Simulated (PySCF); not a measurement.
F₃Sc, SMILES [F][Sc-]([F])[F] (connectivity only; charge and spin as stated), charge -1, multiplicity 2. Atoms are numbered in the order given.

```xyz
4

Sc     0.0000     0.0000     0.0000
F      1.9245     0.0000     0.0000
F     -0.9623     1.6667     0.0000
F     -0.9623    -1.6667     0.0000
```
Charge -1, spin multiplicity 2.

Coordinates come from a B3LYP-D3(BJ)/def2-SVPD optimisation. The geometry has at least one imaginary mode, so it is a saddle point at that level. The multiplicity is an assumed one; other spin states were not compared.

Calculation: PySCF with CAM-B3LYP/def2-TZVPD.

Mulliken values depend strongly on the basis, most of all with diffuse functions as here. ESP charges are fitted to the potential on shells at 1.4 to 2.0 van der Waals radii. Atomic charges (e):

| atom | Mulliken | ESP fit | meta-Löwdin | Mulliken spin |
|---|---|---|---|---|
| Sc1 | 1.15 | 0.54 | 0.98 | 1.12 |
| F2 | -0.72 | -0.51 | -0.66 | -0.04 |
| F3 | -0.72 | -0.52 | -0.66 | -0.04 |
| F4 | -0.72 | -0.52 | -0.66 | -0.04 |
